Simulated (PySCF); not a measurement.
**Correlation energy of W⁺ (tungsten, charge +1)**

[Xe] 4f14 5d3 6s2, high-spin 4F determinant (an excited configuration). Computed with PySCF 2.14 in ANO-RCC-VTZP (8s7p5d3f2g1h, 104 functions), with scalar relativity by spin-free X2C-1e. Frozen: [Xe] 4f14; 5 electrons correlated.

```json
{"level": "CCSD", "correlation energy (mhartree)": "-80.66"}
{"level": "(T)", "correlation energy (mhartree)": "-5.58"}
{"level": "CCSD(T)", "correlation energy (mhartree)": "-86.24"}
```

Diagnostics: T1 = 0.014, D1 = 0.0392, largest double amplitude 0.132.

Question: Is a single reference adequate?

Answer: Mostly. T1 lies below 0.03, but a double amplitude of this size points to a near-degeneracy that CCSD handles and MP2 describes poorly.
